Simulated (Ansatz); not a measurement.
Ansatz (a first-principles code) input (CCSD(T)/def2-SVPD):

Ansatz 0.2 input:
```yaml
crystal:
  periodic: [false, false, false]
  atoms:
    - {symbol: Se, position_ang: [0.02480627, 0.03592155, 0.57304979]}
    - {symbol: I, position_ang: [1.25329058, -2.36499159, -0.09087859]}
    - {symbol: I, position_ang: [-1.26920403, 2.34194758, -0.27673826]}
basis:
  gaussian:
    orbitals: def2-SVPD
total_charge: -1
magnetization: {spin_polarized: true, initial_magnetization: 1}
correlation: {method: ccsd_t, electrons: outside_noble_gas}
output: {forces: true}
```

End of the output:

```
coupled cluster: 0.66 GiB planned
cycle   1  -9.79017345 eV  change   -1.6e-6 eV  update   3.6e-6
cycle   2  -9.79017264 eV  change    8.1e-7 eV  update   2.2e-6
cycle   3  -9.79017287 eV  change   -2.3e-7 eV  update   1.6e-6
cycle   4  -9.79017296 eV  change   -9.0e-8 eV  update   6.8e-7
cycle   5  -9.79017283 eV  change    1.3e-7 eV  update   4.2e-7
cycle   6  -9.79017284 eV  change   -1.4e-8 eV  update   2.1e-7
coupled cluster: 0.66 GiB planned
perturbative correction -0.38725309 eV, -0.0142312886 hartree
the calculation of the forces begins
Total energy: -81452.78582247 eV, -2993.3346682946 hartree
Atom 0 at     0.024806     0.035922     0.573050 Å, force     0.006746     0.009769     0.155838 eV/Å
Atom 1 at     1.253291    -2.364992    -0.090879 Å, force     0.092418    -0.183630    -0.070861 eV/Å
Atom 2 at    -1.269204     2.341948    -0.276738 Å, force    -0.099164     0.173861    -0.084977 eV/Å
Dipole moment:     0.000913     0.001322     0.021089 e Å
```
